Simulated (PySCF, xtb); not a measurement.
C3H4F2Si, SMILES C(F)(C#C)([SiH3])F.

Harmonic wavenumbers (cm⁻¹) from GFN2-xTB in xtb at its own minimum, in rising order: 92, 112, 155, 190, 254, 400, 433, 491, 543, 561, 596, 672, 684, 740, 746, 769, 947, 998, 1096, 2270, 2311, 2319, 2331, 3392.

Task: What does PBE-D3(BJ)/def2-SVP (PySCF) give at its own minimum? (An estimate is asked for; the answer gives what the named calculation found.)

Result: 115, 149, 182, 198, 286, 412, 457, 525, 592, 620, 657, 668, 695, 861, 899, 903, 1021, 1026, 1111, 2161, 2182, 2203, 2204, 3403. Paired by order, the mean absolute difference is 58 cm⁻¹ and the zero-point energies are 33.0 and 33.6 kcal/mol.
